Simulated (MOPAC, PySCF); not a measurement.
C4H3FO, SMILES `Fc1ccco1`, neutral singlet in the gas phase. 

Cartesian coordinates (Å):
```xyz
9

F      2.3334    -0.8506    -0.1154
C      1.1037    -0.4085    -0.0550
C      0.5954     0.8365     0.0448
C     -0.8232     0.6354     0.0642
C     -1.0310    -0.6958    -0.0244
O      0.1657    -1.3525    -0.0992
H      1.1477     1.7589     0.0967
H     -1.5841     1.3958     0.1358
H     -1.9075    -1.3191    -0.0474
```
Charge 0, spin multiplicity 1.

All levels are single points at this geometry (PBE0-D3(BJ)/def2-TZVP); Pople sets use spherical d functions. Orbital energies aren't observables, and empty levels follow the basis.

TPSSh-D3(BJ)/def2-TZVP in PySCF gives dipole (D) = 1.54.

### Question
Estimate the dipole (D) from each of these levels: PBE-D3(BJ)/def2-TZVP in PySCF; B3LYP/6-311+G** in PySCF; B3LYP/6-31G* in PySCF; BP86/6-31G* in PySCF; M06-2X/6-31G* in PySCF; SVWN5/6-31G* in PySCF; PM3 in MOPAC; PM6 in MOPAC.

### Answer

| level | dipole (D) |
|---|---|
| PBE-D3(BJ)/def2-TZVP in PySCF | 1.40 |
| B3LYP/6-311+G** in PySCF | 1.84 |
| B3LYP/6-31G* in PySCF | 1.48 |
| BP86/6-31G* in PySCF | 1.27 |
| M06-2X/6-31G* in PySCF | 1.61 |
| SVWN5/6-31G* in PySCF | 1.33 |
| PM3 in MOPAC | 1.52 |
| PM6 in MOPAC | 1.35 |
